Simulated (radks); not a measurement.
Results of a calculation; reference values are marked as such.
Charge is removed step by step from the 5p down level of the rhenium ion Re+, starting from [Kr] 4d10 4f14 5s2 5p(up 3, down 3) 5d5 6s1. Code: a radial shooting solver on a logarithmic mesh with Libxc functionals. Model: scalar-relativistic Kohn-Sham, BLYP, spin-polarised, spherical densities, finite nucleus; open shells are filled with parallel spins first (spin-orbit coupling, left out, can overturn this in heavy ions); Fermi nuclear charge, rms radius 5.3698 fm.

removed (e) = 0: E - E(0) (eV) 0.000; eigenvalue (eV) -52.768; E minus straight line (eV) 0.000
removed (e) = 0.1: E - E(0) (eV) 5.332; eigenvalue (eV) -53.981; E minus straight line (eV) -0.572
removed (e) = 0.2: E - E(0) (eV) 10.786; eigenvalue (eV) -55.215; E minus straight line (eV) -1.021
removed (e) = 0.3: E - E(0) (eV) 16.364; eigenvalue (eV) -56.467; E minus straight line (eV) -1.346
removed (e) = 0.4: E - E(0) (eV) 22.069; eigenvalue (eV) -57.737; E minus straight line (eV) -1.545
removed (e) = 0.5: E - E(0) (eV) 27.901; eigenvalue (eV) -59.024; E minus straight line (eV) -1.616
removed (e) = 0.6: E - E(0) (eV) 33.862; eigenvalue (eV) -60.327; E minus straight line (eV) -1.558
removed (e) = 0.7: E - E(0) (eV) 39.955; eigenvalue (eV) -61.646; E minus straight line (eV) -1.369
removed (e) = 0.8: E - E(0) (eV) 46.180; eigenvalue (eV) -62.980; E minus straight line (eV) -1.047
removed (e) = 0.9: E - E(0) (eV) 52.539; eigenvalue (eV) -64.328; E minus straight line (eV) -0.591
removed (e) = 1: E - E(0) (eV) 59.034; eigenvalue (eV) -65.690; E minus straight line (eV) 0.000

Removing the whole electron costs 59.034 eV by Delta-SCF, against 52.768 eV from minus the eigenvalue at the starting occupation. Slater's transition state (half an electron removed) gives 59.024 eV. Integrating minus the eigenvalue over the occupation (Janak's theorem) gives 59.092 eV. In this scalar-relativistic scheme the density is built from large components alone, so the theorem holds only approximately. The mean slope of the eigenvalue, de/dn, is 12.9 eV per electron.
